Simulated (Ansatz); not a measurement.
Born–Oppenheimer molecular dynamics of BClH₃NO (7 atoms, charge 0, multiplicity 1). It starts from a relaxed structure.

Level of theory: RKS B3LYP-D4/def2-SVP in Ansatz.

```
ensemble        : NVT, Langevin thermostat
time step       : 0.5 fs
steps asked     : 500
set temperature : 100 K
friction        : 0.02 /fs
masses          : H 3.016 u
seed            : 715833
```

Frames 2.5 fs apart, positions in Å, forces in eV/Å.

Velocities at 120 fs (Å/ps):

```
B 1.44 0.07 -0.55
O -2.95 -2.65 2.07
H -3.96 3.02 -0.08
Cl 0.55 -0.55 0.83
N -0.69 -2.11 3.20
H 1.77 1.55 13.85
H 0.31 0.61 1.57
```

```xyz
7
Properties=species:S:1:pos:R:3:forces:R:3 time_fs=120 energy_less_start_eV=0.092 T=73
B -0.177 0.006 0.183 0.29 0.31 0.81
O -0.075 -0.376 1.514 0.24 0.10 -1.36
H -0.909 -0.704 1.855 -0.30 -0.04 0.25
Cl 1.378 0.404 -0.679 -0.52 -0.19 0.35
N -1.382 0.222 -0.521 1.55 -0.08 -0.04
H -2.287 0.018 -0.151 -0.69 0.04 -0.06
H -1.275 0.593 -1.459 -0.58 -0.13 0.03
7
Properties=species:S:1:pos:R:3:forces:R:3 time_fs=122.5 energy_less_start_eV=0.090 T=63
B -0.172 0.007 0.184 0.21 0.19 1.00
O -0.082 -0.383 1.518 0.39 0.18 -1.45
H -0.921 -0.697 1.854 -0.36 -0.06 0.26
Cl 1.379 0.402 -0.676 -0.46 -0.18 0.34
N -1.380 0.217 -0.513 1.19 -0.01 -0.24
H -2.287 0.025 -0.123 -0.35 0.12 -0.22
H -1.283 0.596 -1.456 -0.62 -0.23 0.31
7
Properties=species:S:1:pos:R:3:forces:R:3 time_fs=125 energy_less_start_eV=0.063 T=81
B -0.165 0.008 0.187 0.00 0.14 0.92
O -0.086 -0.388 1.515 0.29 0.09 -1.18
H -0.935 -0.691 1.849 -0.17 0.01 0.17
Cl 1.376 0.398 -0.672 -0.31 -0.15 0.28
N -1.375 0.213 -0.505 0.62 -0.09 -0.05
H -2.292 0.033 -0.108 0.07 0.16 -0.31
H -1.304 0.596 -1.445 -0.49 -0.17 0.17
7
Properties=species:S:1:pos:R:3:forces:R:3 time_fs=127.5 energy_less_start_eV=0.038 T=105
B -0.156 0.012 0.197 -0.34 0.17 0.42
O -0.091 -0.392 1.510 0.06 -0.12 -0.55
H -0.949 -0.686 1.848 0.18 0.12 0.01
Cl 1.372 0.394 -0.668 -0.14 -0.10 0.24
N -1.369 0.209 -0.500 0.13 -0.21 0.37
H -2.295 0.040 -0.097 0.42 0.18 -0.35
H -1.333 0.596 -1.432 -0.31 -0.04 -0.13
7
Properties=species:S:1:pos:R:3:forces:R:3 time_fs=130 energy_less_start_eV=0.028 T=123
B -0.148 0.018 0.211 -0.62 0.25 -0.30
O -0.097 -0.395 1.503 0.01 -0.32 0.17
H -0.962 -0.681 1.839 0.32 0.16 -0.04
Cl 1.369 0.391 -0.663 0.02 -0.05 0.20
N -1.363 0.205 -0.492 0.02 -0.11 0.26
H -2.291 0.047 -0.098 0.33 0.09 -0.14
H -1.365 0.595 -1.423 -0.08 -0.02 -0.16
7
Properties=species:S:1:pos:R:3:forces:R:3 time_fs=132.5 energy_less_start_eV=0.046 T=127
B -0.142 0.023 0.225 -0.78 0.39 -1.10
O -0.102 -0.399 1.496 0.19 -0.47 0.85
H -0.969 -0.678 1.823 0.20 0.11 0.05
Cl 1.367 0.388 -0.658 0.15 -0.01 0.18
N -1.358 0.201 -0.482 0.30 0.14 -0.26
H -2.278 0.059 -0.102 -0.26 -0.10 0.31
H -1.404 0.596 -1.412 0.20 -0.06 -0.04
7
Properties=species:S:1:pos:R:3:forces:R:3 time_fs=135 energy_less_start_eV=0.075 T=91
B -0.139 0.032 0.233 -0.76 0.37 -1.41
O -0.107 -0.405 1.490 0.43 -0.47 1.14
H -0.976 -0.672 1.810 -0.01 0.02 0.16
Cl 1.366 0.386 -0.652 0.23 0.04 0.15
N -1.354 0.198 -0.473 0.17 0.25 -0.44
H -2.272 0.071 -0.096 -0.45 -0.19 0.56
H -1.438 0.596 -1.398 0.40 0.00 -0.16
7
Properties=species:S:1:pos:R:3:forces:R:3 time_fs=137.5 energy_less_start_eV=0.073 T=98
B -0.146 0.040 0.232 -0.29 0.13 -0.99
O -0.110 -0.414 1.490 0.43 -0.32 0.91
H -0.984 -0.665 1.801 -0.07 -0.03 0.22
Cl 1.365 0.382 -0.646 0.25 0.07 0.12
N -1.351 0.197 -0.468 -1.10 0.26 -0.38
H -2.283 0.078 -0.073 0.32 -0.11 0.26
H -1.459 0.591 -1.392 0.48 0.00 -0.14
7
Properties=species:S:1:pos:R:3:forces:R:3 time_fs=140 energy_less_start_eV=0.069 T=109
B -0.155 0.046 0.225 0.25 -0.22 -0.16
O -0.110 -0.424 1.493 0.26 -0.07 0.33
H -0.995 -0.658 1.792 -0.01 -0.05 0.25
Cl 1.364 0.378 -0.638 0.24 0.10 0.06
N -1.352 0.196 -0.463 -1.84 0.42 -0.66
H -2.283 0.084 -0.042 0.64 -0.05 0.01
H -1.471 0.591 -1.394 0.46 -0.13 0.17
7
Properties=species:S:1:pos:R:3:forces:R:3 time_fs=142.5 energy_less_start_eV=0.061 T=127
B -0.163 0.050 0.215 0.58 -0.52 0.60
O -0.108 -0.434 1.497 -0.05 0.15 -0.25
H -1.003 -0.656 1.789 0.16 -0.04 0.24
Cl 1.364 0.372 -0.630 0.23 0.12 -0.01
N -1.361 0.199 -0.461 -1.65 0.47 -0.80
H -2.275 0.087 -0.016 0.39 -0.04 -0.05
H -1.474 0.589 -1.397 0.34 -0.16 0.28
7
Properties=species:S:1:pos:R:3:forces:R:3 time_fs=145 energy_less_start_eV=0.054 T=131
B -0.171 0.051 0.209 0.55 -0.68 0.86
O -0.105 -0.443 1.499 -0.26 0.32 -0.62
H -1.004 -0.651 1.794 0.25 -0.04 0.23
Cl 1.365 0.366 -0.623 0.18 0.13 -0.06
N -1.376 0.201 -0.464 -0.51 0.31 -0.40
H -2.257 0.097 0.012 -0.33 -0.05 0.06
H -1.471 0.589 -1.391 0.11 0.01 -0.08
7
Properties=species:S:1:pos:R:3:forces:R:3 time_fs=147.5 energy_less_start_eV=0.064 T=131
B -0.179 0.048 0.212 0.40 -0.63 0.56
O -0.103 -0.449 1.500 -0.42 0.34 -0.60
H -1.000 -0.651 1.811 0.32 -0.03 0.19
Cl 1.367 0.359 -0.616 0.03 0.12 -0.03
N -1.394 0.203 -0.466 0.88 0.15 -0.09
H -2.241 0.105 0.040 -1.13 -0.05 0.25
H -1.467 0.588 -1.390 -0.09 0.11 -0.28
```

Of the whole run (250 fs, mean temperature of the second half 101 K): A run of 0.25 ps of so small a system gives no equilibrium averages.

Time of the run: 8.2 min on 2 threads of AMD EPYC 7R43 64-Core Processor (Zen 3) (shared host), peak memory 0.16 GiB.
